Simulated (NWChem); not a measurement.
System meant: CH₂Cl₂O₂Si; SMILES O=C(O)[SiH](Cl)Cl

NWChem input:

```
start job
memory heap 200 mb stack 900 mb global 1100 mb
geometry units angstroms noautosym nocenter noautoz
  O     -1.305064    -1.780646     0.000000
  C     -0.134154    -1.518721     0.000000
  O      0.835339    -2.441443     0.000000
  Si     0.555746     0.278346     0.000000
  Cl    -0.171534     1.195915    -1.682486
  Cl    -0.171534     1.195915     1.682486
  H      0.404239    -3.315127     0.000000
  H      2.034365     0.342463     0.000000
end
basis spherical
  * library def2-svp
end
dft
  xc m06-2x
  iterations 150
end
property
  shielding 7 1 2 3 4 5 7 8
end
task dft property
```

End of the output:

```
 Vector   39  Occ=0.000000D+00  E= 7.886858D-02
              MO Center=  4.4D-01, -1.7D+00,  7.7D-10, r^2= 6.9D+00
   Bfn.  Coefficient  Atom+Function         Bfn.  Coefficient  Atom+Function
  ----- ------------  ---------------      ----- ------------  ---------------
    98      1.082135  7 H  s                 54      0.900017  4 Si py
    17      0.751319  2 C  s                 31     -0.579861  3 O  s
    53      0.447359  4 Si px                22      0.411511  2 C  py
    45     -0.393118  4 Si s                 36      0.266629  3 O  py
    46     -0.214816  4 Si s                 72     -0.183621  5 Cl py

 center of mass
 --------------
 x =  -0.04088798 y =   0.03511459 z =   0.00000000

 moments of inertia (a.u.)
 ------------------
        1732.137181478015          12.911575469197           0.000000000000
          12.911575469197         898.348421579257           0.000000000000
           0.000000000000           0.000000000000        1216.509950630518

     Multipole analysis of the density
     ---------------------------------

     L   x y z        total         alpha         beta         nuclear
     -   - - -        -----         -----         ----         -------
     0   0 0 0     -0.000000    -36.000000    -36.000000     72.000000

     1   1 0 0      0.790790      0.561532      0.561532     -0.332274
     1   0 1 0     -0.542123      0.960802      0.960802     -2.463726
     1   0 0 1     -0.000000     -0.000000     -0.000000      0.000000

     2   2 0 0    -43.282106    -73.318396    -73.318396    103.354686
     2   1 1 0     -1.277367      2.851435      2.851435     -6.980237
     2   1 0 1      0.000000      0.000000      0.000000      0.000000
     2   0 2 0    -35.998812   -281.738725   -281.738725    527.478638
     2   0 1 1     -0.000000     -0.000000     -0.000000      0.000000
     2   0 0 2    -41.245509   -192.472744   -192.472744    343.699980

          -----------------------------------------
          Chemical Shielding Tensors (GIAO, in ppm)
          -----------------------------------------

 ------------------------------------------------------------------------
  xm06: d2 not coded                    0
 ------------------------------------------------------------------------
 ------------------------------------------------------------------------
  current input line :
    23: task dft property
 ------------------------------------------------------------------------
 ------------------------------------------------------------------------
 This error has not yet been assigned to a category
 ------------------------------------------------------------------------
 For more information see the NWChem manual at https://nwchemgit.github.io

0: xm06: d2 not coded:Received an Error in Communication
```

### Question
What is wrong, and how is it mended?

### Answer
The program stopped with an error. Cause: this functional's second derivatives, which shieldings need, aren't coded here; the fix takes a hybrid GGA instead. This input runs:
```
start job
memory heap 200 mb stack 900 mb global 1100 mb
geometry units angstroms noautosym nocenter noautoz
  O     -1.305064    -1.780646     0.000000
  C     -0.134154    -1.518721     0.000000
  O      0.835339    -2.441443     0.000000
  Si     0.555746     0.278346     0.000000
  Cl    -0.171534     1.195915    -1.682486
  Cl    -0.171534     1.195915     1.682486
  H      0.404239    -3.315127     0.000000
  H      2.034365     0.342463     0.000000
end
basis spherical
  * library def2-svp
end
dft
  xc pbe0
  iterations 150
end
property
  shielding 7 1 2 3 4 5 7 8
end
task dft property
```
It converges to -1398.61202 Ha (PBE0/def2-SVP, GIAO).
